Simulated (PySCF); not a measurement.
NICS in one family of compounds.

NICS = −σ at a ghost point: NICS(0) at the centroid of the ring atoms, NICS(1) 1 Å to either side along the normal of their mean plane, zz for the tensor component along that normal. Level: GIAO PBE0/pcSseg-1 (PySCF, non-relativistic, gas phase) on the GFN2-xTB geometries, one conformer each. Atom numbers follow the mapped SMILES.

Question: Order these rings by mean NICS(1)zz, lowest (most negative) first (ppm).
A. ring C3–C4–C5–C6–C7 in `[SiH3:1][O:2][C:3]1=[CH:4][CH2:5][CH2:6]/[C:7]1=[CH:8]\[Cl:9]`
B. ring C3–C4–C5–C6–C7–C8 in `[SiH3:1][O:2][C:3]1=[CH:4][CH2:5][CH:6]=[CH:7]/[C:8]1=[CH:9]\[Cl:10]`
C. ring C3–C4–C5–C6–C7 in `[SiH3:1][O:2][C:3]1=[CH:4][CH:5]=[CH:6]/[C:7]1=[CH:8]\[Cl:9]`
D. ring C4–C5–C6–C7–C8 in `[SiH3:1][O:2][SiH2:3][C:4]1=[CH:5][CH:6]=[CH:7]/[C:8]1=[CH:9]\[Cl:10]`
E. ring C3–C4–C5–C6–Si7–C8 in `[SiH3:1][O:2][C:3]1=[CH:4][CH:5]=[CH:6][SiH2:7]/[C:8]1=[CH:9]/[Cl:10]`

Answer: D (-4.1), A (-1.5), B (1.2), C (3.3), E (6.7).

| SMILES | ring | NICS(0) | NICS(1) | NICS(1)zz | HOMA | rms pucker (Å) | ring atoms with four or more neighbours |
| --- | --- | --- | --- | --- | --- | --- | --- |
| [SiH3]O[SiH2]C1=CC=C/C1=C\Cl | 5-membered carbocycle; formal bonds 2 double, 3 single | 0.6 | -3.8 | -4.1 | 0.07 | 0.00 | 0 |
| [SiH3]OC1=CCC/C1=C\Cl | 5-membered carbocycle; formal bonds 1 double, 4 single | -2.9 | -3.0 | -1.5 | – | 0.00 | 2 |
| [SiH3]OC1=CCC=C/C1=C\Cl | 6-membered carbocycle; formal bonds 2 double, 4 single | 0.7 | -2.0 | 1.2 | – | 0.01 | 1 |
| [SiH3]OC1=CC=C/C1=C\Cl | 5-membered carbocycle; formal bonds 2 double, 3 single | 1.1 | -1.5 | 3.3 | -0.01 | 0.00 | 0 |
| [SiH3]OC1=CC=C[SiH2]/C1=C/Cl | 6-membered ring with Si; formal bonds 2 double, 4 single | 2.7 | 0.2 | 6.7 | – | 0.03 | 1 |

NICS(0) gives another order. The isotropic NICS(1) gives the same order. HOMA uses Krygowski's 1993 parameters; it is left out where a ring has a four-coordinate atom, a triple bond, no multiple bond or a kind of bond without parameters. NICS(1) and NICS(1)zz are means over the two faces.
